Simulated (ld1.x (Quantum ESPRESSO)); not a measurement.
Which change was made? (Pd, TM)

- Element: Pd (Z = 46)
- Generator: ld1.x (Quantum ESPRESSO) 7.5
- Type: norm-conserving Troullier–Martins (Kleinman–Bylander form)
- Functional: LDA (PZ)
- Relativity: scalar-relativistic
- Frozen core: [Ar] 3d10
- Valence charge: 18
- Reference configuration: 4s2 4p6 4d8 5s0 5p0 (charge +2)
- Partial waves: 4p (bound): rc 1.20 bohr; 4d (bound): rc 1.20 bohr; 4s (bound): rc 1.40 bohr
- Local potential: the s channel
- Core correction: Bessel-smoothed model core inside 1.10 bohr

Cutoffs, loose and tight: the cutoffs (Ry, on a coarse ladder) from which the occupation-weighted sum of valence levels, in a spherical-Bessel basis at the reference potential, stays within 10 and 1 mRy of its value at 400 Ry. They do not see the model core or the augmentation charge, which bear on the density cutoff. Test errors are all-electron minus pseudo excitation energies from the reference, over the configurations 4s2 4p6 4d10 5s0 5p0; 4s2 4p6 4d9 5s0 5p0; 4s2 4p6 4d7 5s0 5p0; 4s2 4p6 4d6 5s0 5p0; 4s2 4p6 4d9.5 5s0 5p0; 4s2 4p5 4d10 5s0 5p0; 4s1 4p6 4d10 5s0 5p0 (two spin-polarised tests are not counted in the largest error); variants that change the core or the reference have their own tests. The largest error is taken over the tests solved by every variant that gives reliable tests at all, those not shown here included: 4s1 4p6 4d10 5s0 5p0; 4s2 4p6 4d10 5s0 5p0; 4s2 4p6 4d6 5s0 5p0; 4s2 4p6 4d7 5s0 5p0; 4s2 4p6 4d9 5s0 5p0; 4s2 4p6 4d9.5 5s0 5p0.

The base gives: outcome: generated; cutoff, loose: 120 Ry; cutoff, tight: 160 Ry; bound ghosts: none; largest test error (meV): -147.

Problem. After one change the result is: outcome: generated; cutoff, loose: 70 Ry; cutoff, tight: 110 Ry; bound ghosts: none; largest test error (meV): -319. Which change was it?
A. all radii but the core radius scaled by about 1.24 (s 1.74, p 1.48, d 1.48 bohr)
B. all radii but the core radius scaled by about 1.35 (s 1.90, p 1.62, d 1.62 bohr)
C. all radii but the core radius scaled by about 1.11 (s 1.56, p 1.32, d 1.32 bohr)

Solution. A. The others give: all radii but the core radius scaled by about 1.35 (s 1.90, p 1.62, d 1.62 bohr) → outcome: generated; cutoff, loose: 70 Ry; cutoff, tight: 90 Ry; bound ghosts: s (extra level of the local part); largest test error (meV): +446 | all radii but the core radius scaled by about 1.11 (s 1.56, p 1.32, d 1.32 bohr) → outcome: generated; cutoff, loose: 80 Ry; cutoff, tight: 140 Ry; bound ghosts: none; largest test error (meV): -225.
